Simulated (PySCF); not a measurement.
**Zr⁺: excitation energy**

Zr⁺ [Kr] 4d2 5s1 (4F) → Zr⁺ [Kr] 4d1 5s2 (2D), as a difference of total energies. All numbers are calculated (PySCF 2.14, scalar relativity through the core potential, in aug-cc-pVTZ-PP with one added diffuse shell each of s, p, d, f, g type with ECP28MDF (7s7p6d4f3g, 113 functions)). Correlated levels: valence: 4s2 4p6 frozen. The calculations carry no spin-orbit coupling.

```json
{"method": "UHF", "excitation energy (eV)": "2.318"}
{"method": "LDA", "excitation energy (eV)": "1.585"}
{"method": "PBE", "excitation energy (eV)": "1.853"}
{"method": "PBE0", "excitation energy (eV)": "1.950"}
{"method": "r2SCAN", "excitation energy (eV)": "2.351"}
{"method": "BP86", "excitation energy (eV)": "1.776"}
{"method": "wB97X", "excitation energy (eV)": "1.076"}
{"method": "MP2 (valence)", "excitation energy (eV)": "1.671"}
{"method": "SCS-MP2 (valence)", "excitation energy (eV)": "1.361"}
```

Question: How much does correlation contribute at MP2 (valence)?

Answer: 1.671 − (2.318) = -0.647 eV, measured against UHF.

The Hartree-Fock determinant of the upper state isn't an eigenfunction of L²: it has lost the atom's symmetry, so its energy isn't that of a pure term.
